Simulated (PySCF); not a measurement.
## Electronic structure of Er⁵⁷⁺ (erbium, charge +57) at the UHF level

Configuration: [Ne] 3s1, 2S determinant. Computed with PySCF 2.14 in an uncontracted even-tempered set (16 s from 15 bohr⁻², ratio 2.5; 10 p from 19 bohr⁻², ratio 2.5; 4 d from 69 bohr⁻², ratio 2.7; 4 f from 100 bohr⁻², ratio 2.7), with no relativity, point nucleus.

```
Total energy                                     : -8867.661253 hartree
One-electron energy                              : -9486.0972 hartree
Hartree (Coulomb) energy                         : 735.4583 hartree
Exchange energy                                  : -117.0224 hartree
Kinetic energy                                   : 8867.56961 hartree
⟨S²⟩                                             : 0.7500
⟨L²⟩                                             : 0.000
Sum of ⟨r⟩                                       : 0.9211 bohr
Sum of ⟨r²⟩                                      : 0.1211 bohr²
Density at the nucleus (Gaussians lack the cusp) : 220000 bohr⁻³
Spin density at the nucleus                      : 2980 bohr⁻³
```

| shell | electrons | mean orbital energy (eV) | rms radius, mean of both spins (bohr) |
| --- | --- | --- | --- |
| 1s α | 1 | -58439.8 | 0.0258 |
| 1s β | 1 | -58430.8 | 0.0258 |
| 2s α | 1 | -13042.6 | 0.100 |
| 2s β | 1 | -13030.3 | 0.100 |
| 2p α | 3 | -12681.1 | 0.0864 |
| 2p β | 3 | -12675.9 | 0.0864 |
| 3s α | 1 | -5458.2 | 0.234 |

A non-relativistic calculation at this Z misses sizeable relativistic shifts. Spin-orbit coupling, which splits the p, d and f shells strongly at this Z, is absent.
